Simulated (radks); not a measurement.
Results of a calculation; reference values are marked as such.
Q: Ionisation of Xe2+, [Kr] 4d10 5s2 5p4, to Xe3+, [Kr] 4d10 5s2 5p3, under several functionals. Scalar-relativistic Kohn-Sham, spin-unpolarised, spherical densities, point nucleus; a radial shooting solver on a logarithmic mesh with Libxc functionals. Known Delta-SCF values: BP86 31.865 eV; HCTH/407 31.981 eV; RPBE 31.667 eV. What does exchange-only LDA give, and what is its highest occupied eigenvalue?

A: 30.569 eV by Delta-SCF; the 5p eigenvalue is -25.472 eV. NIST: 31.05 eV (semi-empirical).

Beside tabulated values, note that spin-unpolarised runs miss the spin-polarisation part of the exchange energy of open shells.
